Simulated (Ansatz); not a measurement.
Reaction (ligand exchange at a Mg–Br bond): `[Cl][Mg][Br]` + CH₃OH → `C[O][Mg][Cl]` + HBr

Computed with Ansatz on PBE0-D4/def2-TZVP structures; ΔE is electronic, products minus reactants. CCSD(T)/CBS adds triple-zeta CCSD(T) − MP2 to the extrapolated MP2 energy (def2 sets, frozen cores). This one scheme is used for every species. Functionals use def2-TZVPP. For Br, Mg outer-core shells are correlated without core-valence functions, which leaves a few kJ/mol of doubt a bond. Scalar relativity is left out up to krypton. One conformer a species, not always the lowest.

| level | ΔE (kJ/mol) |
| --- | --- |
| BLYP-D4 | 78.6 |
| r2SCAN-D4 | 90.6 |
| PBE0-D4 | 95.4 |
| ωB97M-V | 90.8 |
| revPBE | 91.1 |
| r2SCAN0 | 96.4 |
| LC-ωPBE | 89.0 |
| CCSD(T)/def2-SVP | 72.3 |

Task: What does CCSD(T)/CBS give? (Estimate.)

Result: Ansatz gave: +86.7 kJ/mol. The listed levels differ from it by -8.1, 3.9, 8.7, 4.1, 4.4, 9.7, 2.3, -14.4 kJ/mol.

Largest T1 diagnostic among the species: 0.010.

From BLYP to BHLYP (50 % exact exchange), in def2-TZVPP and without D4, ΔE moves by +13.4 kJ/mol. At CCSD(T), def2-SVP lies −14.5 kJ/mol from the extrapolated value and def2-TZVPP −0.3 kJ/mol. Leaving LDA and LC-ωPBE aside and taking each functional with its dispersion term where it has one, the values, not all of them listed here, spread over 17.6 kJ/mol, from BLYP-D4 to HSE06-D4. LDA lies −6.7 kJ/mol from PBE without D4.
